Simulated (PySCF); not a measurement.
PySCF input file for C4H10OSi, SMILES C(O)[C@@H]([SiH3])C=C, C-PCM-M06-2X/def2-SVP. Coordinates come from a PBE0-D3(BJ)/def2-SVP optimisation. The structure was generated by enumeration; whether it is a known compound was not checked. Other conformers were not sampled.

```python
import numpy as np
from pyscf import gto, scf, dft
from pyscf.solvent import pcm

mol = gto.M(
    atom='''
    C    -0.85044946    2.49577868    0.11282979
    C    -0.09049634    1.41016417    0.27735378
    C    -0.14842310    0.16032037   -0.54182806
    Si   -1.06327739   -1.18597973    0.45967041
    C     1.23153466   -0.35488877   -0.96217313
    O     1.92701319   -0.97130772    0.09166112
    H    -1.59642689    2.55359114   -0.68660217
    H    -0.76005542    3.36074836    0.77439322
    H     0.62832288    1.40581442    1.10959131
    H    -0.75265262    0.34918770   -1.44666218
    H    -0.58495430   -1.22845881    1.87291114
    H    -0.88216439   -2.52613468   -0.17715564
    H    -2.52035202   -0.84919945    0.47460936
    H     1.10925264   -1.12620068   -1.73822747
    H     1.82220939    0.46723251   -1.41289480
    H     2.15360417   -0.30064932    0.74426802
    ''',
    basis='def2-SVP',
    charge=0,
    spin=0,
    max_memory=1600,
    verbose=3,
)
mf = dft.RKS(mol, xc='m06-2x').density_fit(auxbasis='def2-universal-jkfit')
mf.grids.level = 4
mf.conv_tol = 1e-9
mf.max_cycle = 100
mf.kernel()
res = {}
for name, eps in {'water': 78.355, 'ethylethanoate': 5.9867, 'N,N-dimethylformamide': 37.219}.items():
    s = mf.PCM()
    s.with_solvent.method, s.with_solvent.eps, s.with_solvent.lebedev_order = 'C-PCM', eps, 17
    s.kernel(mf.make_rdm1())
    res[name] = (s.e_tot, eps, s.dip_moment(), s.mo_energy, s.converged)
    print(f'{name}: electrostatic solvation free energy {(s.e_tot - mf.e_tot) * 627.509474:.3f} kcal/mol')
```

Program output:

```
converged SCF energy = -522.720938831479

WARN: PCM is an experimental feature. It is still in testing.
Features and APIs may be changed in the future.

converged SCF energy = -522.729249111416
Dipole moment(X, Y, Z, Debye):  0.32270,  1.99091, -0.43486
water: electrostatic solvation free energy -5.215 kcal/mol

WARN: PCM is an experimental feature. It is still in testing.
Features and APIs may be changed in the future.

converged SCF energy = -522.727825347172
Dipole moment(X, Y, Z, Debye):  0.29048,  1.92201, -0.41781
ethylethanoate: electrostatic solvation free energy -4.321 kcal/mol

WARN: PCM is an experimental feature. It is still in testing.
Features and APIs may be changed in the future.

converged SCF energy = -522.729116704477
Dipole moment(X, Y, Z, Debye):  0.31960,  1.98437, -0.43325
N,N-dimethylformamide: electrostatic solvation free energy -5.132 kcal/mol
```

Self-consistency was reached.

Cost: about 5 core-minutes (a rough figure).
